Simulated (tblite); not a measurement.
Species: C6H13BFN.
SMILES with atom numbers: `[CH2:1]=[C:2]([BH:3][NH2:4])[C@H:5]([F:6])[CH:7]([CH3:8])[CH3:9]` (hydrogens: H10, H11 on C1; H12 on B3; H13, H14 on N4; H15 on C5; H16 on C7; H17, H18, H19 on C8; H20, H21, H22 on C9)

Computed with GFN2-xTB (tblite), gas phase: L-BFGS steps from a force-field or distance-geometry start until the largest atomic force falls under 0.01 eV/Å.

Step 0: E = -770.0692 eV
```
atom  x, y, z in Å  |  force x, y, z in eV/Å
C1      1.9095   -1.7938    0.0458   -0.542   0.383   0.091
C2      1.1026   -0.7570    0.3412    1.952   0.029  -0.446
B3      1.8592    0.6213    0.5216    1.421  -0.061  -1.999
N4      2.1913    1.4568   -0.7166   -1.131  -0.958   2.115
C5     -0.3551   -0.9028    0.5272    0.817  -0.911   0.633
F6     -0.6624   -2.2341    0.3017   -0.417  -0.350   0.197
C7     -1.1895   -0.0781   -0.3839   -1.228   0.087  -1.138
C8     -0.9938    1.4029   -0.2802   -0.600   1.461  -0.169
C9     -2.6411   -0.3590   -0.0548   -0.914  -0.022   0.371
H10     1.5293   -2.8009   -0.0938    0.098   0.253   0.016
H11     2.9821   -1.6618   -0.0749   -0.385  -0.023   0.074
H12     2.6590    0.6333    1.3983   -0.672   0.656   0.379
H13     2.8621    1.0176   -1.3326   -0.358   0.535   0.071
H14     2.3505    2.4156   -0.4231    0.728  -0.294  -0.515
H15    -0.5593   -0.7130    1.6041   -0.315  -0.001  -0.344
H16    -1.0866   -0.3609   -1.4499    0.557  -0.278   0.510
H17    -0.4701    1.7262    0.6333    0.171  -0.164  -0.647
H18    -0.5598    1.7506   -1.2272    0.334   0.301   0.795
H19    -2.0070    1.8701   -0.2146    0.749  -0.071  -0.106
H20    -3.3053    0.0351   -0.8547    0.356  -0.442   0.545
H21    -2.8719    0.2070    0.8813   -0.159  -0.898  -0.523
H22    -2.7541   -1.4556    0.0494   -0.459   0.768   0.092
```

**Question.** Estimate the geometry and energy of step 1. (The exact step hangs on the optimiser's Hessian estimate; all steps are aligned on step 0, rigid shifts and turns removed.)

**Answer.** E = -770.4031 eV, largest force 1.490 eV/Å
```
atom  x, y, z in Å  |  force x, y, z in eV/Å
C1      1.9017   -1.7884    0.0471    0.538  -0.653  -0.248
C2      1.1305   -0.7566    0.3348    0.248   0.652  -0.129
B3      1.8795    0.6205    0.4930    1.181  -0.363  -0.833
N4      2.1751    1.4431   -0.6864   -0.135  -0.410   0.707
C5     -0.3434   -0.9158    0.5363    0.477  -0.122  -0.223
F6     -0.6684   -2.2391    0.3045   -0.243  -0.285   0.221
C7     -1.2070   -0.0769   -0.4001   -0.371   0.155   0.161
C8     -1.0023    1.4237   -0.2826   -0.230   0.275  -0.143
C9     -2.6542   -0.3593   -0.0495   -0.368  -0.065   0.035
H10     1.5307   -2.7973   -0.0935    0.030   0.200   0.051
H11     2.9766   -1.6621   -0.0739   -0.339  -0.070   0.031
H12     2.6494    0.6427    1.4037   -0.693   0.659   0.341
H13     2.8570    1.0253   -1.3316   -0.892   0.628   0.332
H14     2.3609    2.4114   -0.4305    0.563  -0.390  -0.372
H15    -0.5638   -0.7130    1.5991   -0.229  -0.008  -0.187
H16    -1.0786   -0.3648   -1.4426    0.463  -0.330   0.037
H17    -0.4676    1.7239    0.6240    0.194  -0.098  -0.464
H18    -0.5550    1.7549   -1.2158    0.394   0.436   0.462
H19    -1.9963    1.8690   -0.2161    0.143   0.281  -0.072
H20    -3.3002    0.0288   -0.8469    0.015  -0.288   0.281
H21    -2.8742    0.1941    0.8738   -0.252  -0.604  -0.118
H22    -2.7606   -1.4446    0.0507   -0.493   0.401   0.128
```

The energy changes by -0.3339 eV. The first-order estimate −F·Δx gives -0.4792 eV and the mean of the old and new forces, exact on a quadratic surface, -0.3316 eV. The step makes an angle of 0° with the force vector and moves no atom by more than 0.037 Å.

What follows is the cost of the whole relaxation. The run took 1.2 s wall on Arm Neoverse V1, one thread, shared host with 32 logical CPUs at a one-minute load of 6.3.
